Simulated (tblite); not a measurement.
A tight-binding relaxation on `C=C[SiH2][Si]([SiH3])([SiH3])CCC`.

Computed with GFN2-xTB geometry optimisation, gas phase (tblite 0.8.0). Start geometry: from a force field or distance geometry. The command runs a driver script over a list of jobs; the input below is this job's line of settings and its coordinates in Å.

Command:
```bash
OMP_NUM_THREADS=1 python probes_run.py task.json out
```

Input:
```
{"job": {"kind": "relax", "xc": "GFN2-xTB", "basis": "xTB"}, "charge": 0, "multiplicity": 1}
C      3.434700    -1.611500     0.246600
C      2.267000    -1.638300    -0.440400
Si     1.561200    -0.277700    -1.409300
Si     0.109700     0.933600    -0.137000
Si    -0.862100     2.478000    -1.463500
Si     1.357600     2.080900     1.379200
C     -1.136800    -0.144400     0.735200
C     -2.049900    -0.997900    -0.138000
C     -3.016600    -1.828900     0.699600
H      4.062100    -0.731700     0.279700
H      3.765900    -2.483400     0.795400
H      1.675400    -2.555900    -0.429000
H      0.809200    -0.854600    -2.550600
H      2.633400     0.600800    -1.939300
H      0.165500     3.335400    -2.120900
H     -1.767300     3.347900    -0.660700
H     -1.665500     1.810800    -2.518500
H      2.068900     1.140600     2.292200
H      0.482500     2.956700     2.207300
H      2.370100     2.930700     0.694700
H     -0.603800    -0.807100     1.430800
H     -1.765000     0.496900     1.373000
H     -1.459000    -1.675600    -0.753400
H     -2.641800    -0.374500    -0.823700
H     -3.666300    -2.423600     0.055400
H     -3.669700    -1.180400     1.314600
H     -2.479000    -2.500500     1.366000
```

Output:
```
step      E/eV     max force
  0    -726.54349    2.616
  1    -726.66776    1.747
  2    -726.72358    0.469
  3    -726.74990    0.344
  4    -726.77717    0.352
  5    -726.80364    0.451
  6    -726.84135    0.472
  7    -726.86846    0.356
  8    -726.88662    0.289
  9    -726.90006    0.223
... (87 lines left out)
 97    -726.96385    0.028
 98    -726.96391    0.026
 99    -726.96396    0.018
100    -726.96400    0.012
101    -726.96403    0.019
102    -726.96409    0.028
103    -726.96419    0.032
104    -726.96431    0.032
105    -726.96440    0.020
106    -726.96444    0.010
```

«max force» is the largest atomic force in eV/Å.

Problem. From which step on does the largest force stay under 0.1 eV/Å, and how much energy is left to gain from there?

Solution. From step 21 (0.074 eV/Å), 25.4 meV above the end.

Summary of the converged run: energy lowered by 9.7 kcal/mol over 106 steps; largest atomic force 0.010 eV/Å at the end.

Problem. Give the final coordinates.

Solution. 0.204 Å rms from the input after alignment:
```
atom  x, y, z in Å
C1     3.3234   -1.6497    0.3251
C2     2.2053   -1.7533   -0.3754
Si3    1.5218   -0.3992   -1.4928
Si4    0.1801    1.0363   -0.1982
Si5   -1.0986    2.5245   -1.4726
Si6    1.4501    2.0927    1.4602
C7    -1.0550   -0.1014    0.7524
C8    -1.9469   -0.9226   -0.1702
C9    -2.9296   -1.7938    0.6051
H10    3.9476   -0.7726    0.2593
H11    3.6767   -2.4261    0.9879
H12    1.6162   -2.6570   -0.2693
H13    0.8376   -1.0843   -2.6012
H14    2.6580    0.3161   -2.0897
H15   -0.2450    3.5610   -2.0589
H16   -2.1292    3.2267   -0.7009
H17   -1.8038    1.8943   -2.5934
H18    2.1528    1.1572    2.3430
H19    0.6800    2.9718    2.3453
H20    2.4798    2.9332    0.8432
H21   -0.5001   -0.7822    1.4028
H22   -1.6874    0.5006    1.4095
H23   -1.3230   -1.5604   -0.8019
H24   -2.5051   -0.2518   -0.8288
H25   -3.5534   -2.3721   -0.0733
H26   -3.5778   -1.1768    1.2244
H27   -2.3947   -2.4850    1.2537
```

Problem. Estimate the wall time. Hardware: an Arm Neoverse N1 with one thread, no GPU, on a shared host.

Solution. About 2.8 s.
Labels such as C1 count atoms from 1, the log's own numbers from 0.
